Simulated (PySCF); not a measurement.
**Working out the ionisation energy of O²⁺**

O²⁺ [He] 2s2 2p2 (3P) → O³⁺ [He] 2s2 2p1 (2P). All numbers are calculated (PySCF 2.14, the spin-free X2C one-electron Hamiltonian (Gaussian nucleus), in cc-pVDZ-DK). Frozen: 1s2. Energies in hartree (1 hartree = 27.21139 eV):

| part | O²⁺ (lower) | O³⁺ (upper) |
| --- | --- | --- |
| UHF | -73.133825 | -71.126655 |
| CCSD correlation | -0.077790 | -0.081879 |
| (T) | -0.000599 | -0.000473 |

**Question.** What does Hartree-Fock give?

**Answer.** (-71.126655) − (-73.133825) = 2.007170 hartree = 54.618 eV.

**Question.** What do CCSD and CCSD(T) give?

**Answer.** The CCSD correlation energies differ by -0.004089 hartree = -0.111 eV and the triples by 0.000126 hartree = 0.003 eV, so CCSD gives 54.507 eV and CCSD(T) 54.510 eV.

Reference: 54.936 eV (semi-empirical (NIST evaluation); NIST Atomic Spectra Database, ionization energies), between the lowest levels; spin-orbit coupling is absent from the calculation.

A double-zeta basis recovers only part of the correlation energy.

What remains against the reference includes basis incompleteness, the frozen core and higher excitations.
